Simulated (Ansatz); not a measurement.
Cartesian coordinates in Å:
```
C -0.503 0.626 -0.427
S 0.678 1.235 0.872
In 0.461 -1.083 0.319
H -0.264 0.945 -1.437
H -1.552 0.766 -0.183
H 1.180 -2.490 0.856
```

The species carries charge 0 and has multiplicity 1. In: def2 effective core potential.

Problem. List the ωB97M-V/def2-TZVPP orbital energies in eV (Ansatz 0.2.0). (Estimate.)

Solution. Computed: Occupied: -2425.83, -282.21, -219.75, -162.87, -162.76, -162.69, -131.71, -88.14, -87.92, -87.84, -25.24, -24.49, -24.46, -24.39, -24.35, -22.91, -18.99, -14.39, -14.35, -12.54, -10.84, -8.55, -8.12. Lowest empty: -0.18, 0.45, 1.04, 1.89, 2.54, 2.96, 3.72, 4.29.
